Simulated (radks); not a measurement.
Values are calculated unless marked as measured or tabulated.
Task: Excited configurations of Ir+: one electron is placed in a higher orbital outside [Xe] 4f14 5d7. The ground configuration is [Xe] 4f14 5d7 6s1. Level of theory: scalar-relativistic Kohn-Sham, PBE, spin-polarised, spherical densities, finite nucleus; open shells are filled with parallel spins first (spin-orbit coupling, left out, can overturn this in heavy ions); Fermi nuclear charge, rms radius 5.4032 fm (a radial shooting solver on a logarithmic mesh with Libxc functionals). Excitation = E - E(ground); binding = E(ion) - E, where the ion is the core of charge +2; n* = 2/sqrt(2 binding) in atomic units, and the quantum defect is n - n*.

outer orbital  excitation (eV)  binding (eV)     n*  quantum defect  eigenvalue (eV)  <r> (bohr)
6p                       6.703        11.434  2.182           3.818           -8.521       3.497
6d                      12.401         5.737  3.080           2.920           -4.227       6.015
7s                      11.071         7.067  2.775           4.225           -5.660       6.129

Estimate the row for 7p.

Result: excitation (eV) 12.721; binding (eV) 5.416; n* 3.170; quantum defect 3.830; eigenvalue (eV) -4.286; <r> (bohr) 7.565. The Delta-SCF ionisation energy is 18.137 eV (NIST Atomic Spectra Database: 17.0 eV, semi-empirical). Self-interaction in the functional shifts the binding energies and quantum defects, so they are the method's values and not measured ones. Open shells are spherical and high-spin; term and fine-structure splittings are not resolved. Spin-orbit splitting is averaged out at the scalar-relativistic level.
